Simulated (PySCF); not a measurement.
Species: C6H6F3N (charge +1 and doublet state).
Cartesian coordinates in Å at the GFN2-xTB level; atoms count from 1:
```
atom  x, y, z in Å
F1     1.0405    0.5971   -1.6375
C2     1.3559    0.2107   -0.4103
C3     2.6760    0.2279   -0.0627
F4     3.6467    0.5558   -0.8505
F5     3.0796   -0.1248    1.1259
C6     0.2538   -0.1605    0.4906
C7    -0.4794    1.0767    1.1089
N8    -1.7009    0.9489    1.0071
C9    -2.1994   -0.1979    0.3656
C10   -0.9249   -0.8843   -0.2104
H11    0.6469   -0.7124    1.3525
H12    0.0338    1.8899    1.5910
H13   -2.7195   -0.8222    1.0986
H14   -2.9199    0.0866   -0.4041
H15   -0.8918   -0.7278   -1.2886
H16   -0.9050   -1.9548   -0.0201
```

The hyperfine couplings belong to this conformer and change with its torsions.

As a line formula: `F[C]([C+](F)F)[C@H]1C=NCC1` [radical] (charge +1).

The calculation used PySCF, UKS B3LYP, pcH-1 on C F H N, non-relativistic, mean-field spin-orbit, GIAO. The structure is a single GFN2-xTB conformer in the gas phase; no vibrational or solvent corrections. The geometry wasn't refined by DFT: couplings that depend on bond lengths, twists or pyramidal angles can differ widely from those at the functional's own minimum, by a factor of two or more for some ions and for spin on atoms past the first row. No stability test was run, so a lower SCF solution isn't excluded.

**Question.** Break the g tensor into its mass correction, gauge correction and orbital-Zeeman/spin–orbit terms.

**Answer.** 
| Δg (ppm) | 1 | 2 | 3 |
| --- | --- | --- | --- |
| relativistic mass correction | -249 | -249 | -249 |
| gauge correction | 8 | 30 | -5 |
| orbital Zeeman/spin–orbit | 67 | 2274 | 3335 |
| total | -174 | 2055 | 3081 |

So g = 2.00215, 2.00437, 2.00540 and g_iso = 2.00397; the tensor is rhombic: the two nearest values differ by 32 % of g3 − g1. Axes: g2 points within 8° of the C7–N8 bond and g3 points within 11° of the F1–C2 bond.

**Question.** Average each term over the three axes. Which is largest in size?

**Answer.** The orbital-Zeeman/spin–orbit term 1892, the mass correction -249 and the gauge correction 11 ppm, for a total of 1654 ppm. The orbital-Zeeman/spin–orbit term is the largest in size. The mass correction is the same along every axis, so the anisotropy comes from the other two: their spans along these axes are 35 (gauge) and 3268 ppm (orbital Zeeman/spin–orbit).

**Question.** What effective moment and Curie constant follow for a powder?

**Answer.** With the mean of g² = 4.0159 and S(S+1) = 0.75: μ_eff = √(⟨g²⟩S(S+1)) = 1.735 μB and χT = 0.12505·⟨g²⟩·S(S+1) = 0.377 cm³ K/mol (cgs; spin-Hamiltonian part alone).

**Question.** What are the electron Larmor frequencies g μB B/h along the three axes at 350 mT?

**Answer.** 9.8079, 9.8188, 9.8238 GHz for g1, g2 and g3, a range of 15.9 MHz.

**Question.** In a frozen sample, at which fields do the three g values resonate at 9.5, 34, 94 and 263 GHz (hyperfine left aside), and which band first spreads them over more than twice a line width of 0.5 mT?

**Answer.** 
```csv
band,GHz,B(g3) mT,B(g2) mT,B(g1) mT,spread mT
X,9.5,338.46,338.64,339.01,0.55
Q,34.0,1211.34,1211.96,1213.31,1.97
W,94.0,3349.00,3350.71,3354.44,5.44
J,263.0,9370.07,9374.87,9385.31,15.23
```

The spread grows in proportion to the frequency. Q band is the first where it exceeds 1.0 mT.

Largest spin populations (Mulliken): N8 (+0.39), C3 (+0.24) and C2 (+0.13).

The HOMO–LUMO gaps are 6.40 eV among the α and 1.86 eV among the β orbitals.

The SMILES draws the unpaired electron on C2; the largest computed Mulliken spin population is on N8 (0.39 against 0.13).
